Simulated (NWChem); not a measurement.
System: CH$_{4}$N$_{2}$O$_{2}$Si; SMILES N[Si@H](O)N=C=O

Here is an NWChem input.

```
start job
memory heap 200 mb stack 900 mb global 1100 mb
geometry units angstroms noautoz
  N     -1.045312    -1.903045     0.444097
  Si     0.090820    -0.894204    -0.376865
  O      1.636759    -1.174978     0.194243
  N     -0.116132     0.804949    -0.111580
  C     -0.190840     1.998521     0.060436
  O     -0.282658     3.165845     0.231372
  H     -1.202101    -1.791983     1.449370
  H     -1.915328    -2.151837    -0.032771
  H     -0.096921    -1.157350    -1.837260
  H      1.837306    -2.123876     0.281579
end
basis spherical
  * library 6-31g*
end
dft
  xc xpbe96 cpbe96
  iterations 150
  mulliken
end
task dft energy
```

Output (shortened):

```
             Northwest Computational Chemistry Package (NWChem) 7.3.0
             --------------------------------------------------------

 C1  symmetry detected

                             Geometry "geometry" -> ""
                             -------------------------

 Output coordinates in angstroms (scale by  1.889725989 to convert to a.u.)

  No.       Tag          Charge          X              Y              Z
 ---- ---------------- ---------- -------------- -------------- --------------
    1 N                    7.0000    -1.27007236    -1.80122041     0.36654863
    2 Si                  14.0000     0.01103822    -0.91154267    -0.37491200
    3 O                    8.0000     1.47800620    -1.32015994     0.31498846
    4 N                    7.0000    -0.06073496     0.80339968    -0.14221574
    5 C                    6.0000    -0.03990027     2.00150834     0.01233668
    6 O                    8.0000    -0.03834959     3.17499076     0.16475583
    7 H                    1.0000    -1.49118656    -1.66024472     1.35585431
    8 H                    1.0000    -2.12076442    -1.97890857    -0.17287544
    9 H                    1.0000    -0.08958199    -1.18055339    -1.84282033
   10 H                    1.0000     1.58479786    -2.28164748     0.42630488

 Effective nuclear repulsion energy (a.u.)     278.0484186451

  pbe96 is a nonlocal functional; adding pw91lda local functional.

                                 NWChem DFT Module
                                 -----------------

 Summary of "ao basis" -> "ao basis" (spherical)
 ------------------------------------------------------------------------------
       Tag                 Description            Shells   Functions and Types
 ---------------- ------------------------------  ------  ---------------------
 N                           6-31g*                  6       14   3s2p1d
 Si                          6-31g*                  8       18   4s3p1d
 O                           6-31g*                  6       14   3s2p1d
 C                           6-31g*                  6       14   3s2p1d
 H                           6-31g*                  2        2   2s

            General Information
            -------------------
          SCF calculation type: DFT
          Wavefunction type:  closed shell.
          No. of atoms     :    10
          No. of electrons :    54
           Alpha electrons :    27
            Beta electrons :    27
          Charge           :     0
          Spin multiplicity:     1
          Use of symmetry is: off; symmetry adaption is: off
          Maximum number of iterations: 150
          AO basis - number of functions:    96
                     number of shells:    46
          Convergence on energy requested:  1.00D-06
          Convergence on density requested:  1.00D-05
          Convergence on gradient requested:  5.00D-04

              XC Information
              --------------
          PerdewBurkeErnzerhof Exchange Functional  1.000
            Perdew 1991 LDA Correlation Functional  1.000 local
           PerdewBurkeErnz. Correlation Functional  1.000 non-local

             Grid Information
             ----------------
          Grid used for XC integration:  medium
          Radial quadrature: Mura-Knowles
          Angular quadrature: Lebedev.
          Tag              B.-S. Rad. Rad. Pts. Rad. Cut. Ang. Pts.
          ---              ---------- --------- --------- ---------
          N                   0.65       49          11.0       434
          Si                  1.10       88           9.0       590
          O                   0.60       49          13.0       434
          C                   0.70       49          11.0       434
          H                   0.35       45          11.0       434
          Grid pruning is: on
          Number of quadrature shells:   513
          Spatial weights used:  Erf1

      Superposition of Atomic Density Guess
      -------------------------------------

 Sum of atomic energies:        -586.56667278

      Non-variational initial energy
      ------------------------------

 Total energy =    -589.081907
 1-e energy   =   -1359.380097
 2-e energy   =     492.249772
 HOMO         =      -0.351403
 LUMO         =       0.059848

     ---------------------------------------------
      Total Density - Mulliken Population Analysis
     ---------------------------------------------

    Atom       Charge   Shell Charges
 -----------   ------   -------------------------------------------------------
    1 N    7     8.21   2.00  0.82  2.65  0.82  1.90  0.01
    2 Si  14    12.75   2.00  2.00  5.97  0.81  1.28  0.16  0.25  0.27
    3 O    8     9.03   2.00  0.93  3.13  0.91  2.05  0.01
    4 N    7     7.78   2.00  0.81  2.60  0.82  1.54  0.02
    5 C    6     4.87   2.00  0.68  1.43  0.29  0.37  0.10
    6 O    8     8.73   2.00  0.95  3.01  0.94  1.82  0.02
    7 H    1     0.56   0.40  0.16
    8 H    1     0.55   0.40  0.15
    9 H    1     1.08   0.47  0.61
   10 H    1     0.44   0.35  0.10

[...]
```

Level: PBE/6-31G* (spherical d). The geometry was optimised at PBE-D3(BJ)/def2-SVP.
